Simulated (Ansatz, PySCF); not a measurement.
Reaction (SMILES): BBr (BH2Br) → [BH2] (BH2) + Br atom (the B-Br bond at the site shown breaks; other sites are not compared here)
Each molecule is optimised on its own at B3LYP-D3(BJ)/def2-TZVP (Ansatz, a quantum-chemistry and plane-wave program). Frequencies are from Ansatz or PySCF.
Geometry of the first species:
SMILES: BBr
```xyz
4

B     -1.5458     0.1038    -0.1796
Br     0.3404    -0.0229     0.0396
H     -1.9662     0.9940    -0.8363
H     -2.2187    -0.7130     0.3500
```
Charge 0, spin multiplicity 1.

Quantity: bond dissociation energy (enthalpy at 298 K, with B3LYP-D3(BJ) rigid-rotor harmonic-oscillator terms), in kcal/mol. Valence correlation only, unless marked. UHF or UKS for open shells. Spin-orbit coupling is left out. The frozen core is the preceding noble-gas configuration, with the filled d and f shells of earlier blocks. Non-relativistic. Basis-set limits of correlation are two-point, X^-3; Hartree-Fock from the larger set (for Q and 5 zeta extrapolated as (X+1)exp(-9√X)).

CCSD(T)/CBS(cc-pVQZ,cc-pV5Z) (Ansatz) gives 110.2 kcal/mol.

Problem. Another calculation gave 108.7 kcal/mol. Which level was it?
A. B3LYP/def2-TZVPD (Ansatz)
B. SVWN5/def2-TZVPD (Ansatz)
C. BHLYP/def2-TZVPD (Ansatz)
D. wB97X/def2-TZVPD (Ansatz)

Solution. D, wB97X/def2-TZVPD (Ansatz). The others give 103.0 (BHLYP), 105.8 (B3LYP), 127.9 (SVWN5) kcal/mol.
